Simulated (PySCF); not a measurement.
Single point on SbH

State: quintet, unpaired electrons σ ↑↑, π ↑↑, a second solution, started from another occupation.

An equivalent input (the run itself took its basis sets from the Basis Set Exchange, started from a PBE0 density and held the occupation σ 6α 4β, πx 3α 2β, πy 3α 2β, δx 1α 1β, δy 1α 1β):

```python
from pyscf import gto, dft
mol = gto.M(atom='Sb 0 0 0; H 0 0 1.717', basis={'Sb': 'def2-TZVPPD', 'H': 'def2-TZVPPD'}, ecp={'Sb': 'def2-TZVPPD'},
            charge=0, spin=4, verbose=4, symmetry='C2v')
mf = dft.UKS(mol, xc='PBE0')
mf.grids.atom_grid = (80, 434)
mf.grids.prune = dft.gen_grid.treutler_prune
mf.irrep_nelec = {'A1': (7, 5), 'A2': (1, 1), 'B1': (3, 2), 'B2': (3, 2)}
mf.conv_tol = 1e-9
mf.max_cycle = 60
mf.diis_space = 10
mf.kernel()
```

The log (some set-up lines and the per-cycle HOMO/LUMO lines removed):

```
******** <class 'pyscf.dft.uks_symm.SymAdaptedUKS'> ********
method = SymAdaptedUKS
damping factor = 0
level_shift factor = 0
DIIS = <class 'pyscf.scf.diis.CDIIS'>
diis_start_cycle = 1
diis_space = 10
diis_damp = 0
SCF conv_tol = 1e-09
SCF conv_tol_grad = None
SCF max_cycles = 60
number electrons alpha = 14  beta = 10
Set gradient conv threshold to 3.16228e-05
init E= -240.611238848028
cycle= 1 E= -240.615769473844  delta_E= -0.00453  |g|= 0.00355  |ddm|= 0.0435
cycle= 2 E= -240.615780272934  delta_E= -1.08e-05  |g|= 0.00276  |ddm|= 0.015
cycle= 3 E= -240.615784661183  delta_E= -4.39e-06  |g|= 0.00097  |ddm|= 0.00416
cycle= 4 E= -240.615785790037  delta_E= -1.13e-06  |g|= 0.000217  |ddm|= 0.0043
cycle= 5 E= -240.615785852957  delta_E= -6.29e-08  |g|= 2.77e-05  |ddm|= 0.000967
cycle= 6 E= -240.615785854853  delta_E= -1.9e-09  |g|= 9.52e-06  |ddm|= 0.000154
cycle= 7 E= -240.615785854955  delta_E= -1.02e-10  |g|= 2.84e-06  |ddm|= 3.33e-05
Extra cycle  E= -240.615785854962  delta_E= -6.76e-12  |g|= 2.21e-06  |ddm|= 1.34e-05
converged SCF energy = -240.615785854962  <S^2> = 6.0023254  2S+1 = 5.0009301
```

A point of this curve took 0.68 CPU seconds beside 0.23 for the integrals, on AMD EPYC 9R45 96-Core (shared host).

Spin–orbit coupling is left out. Counting both spins, an empty level lies below a filled one in this solution, because spin and occupation are held.
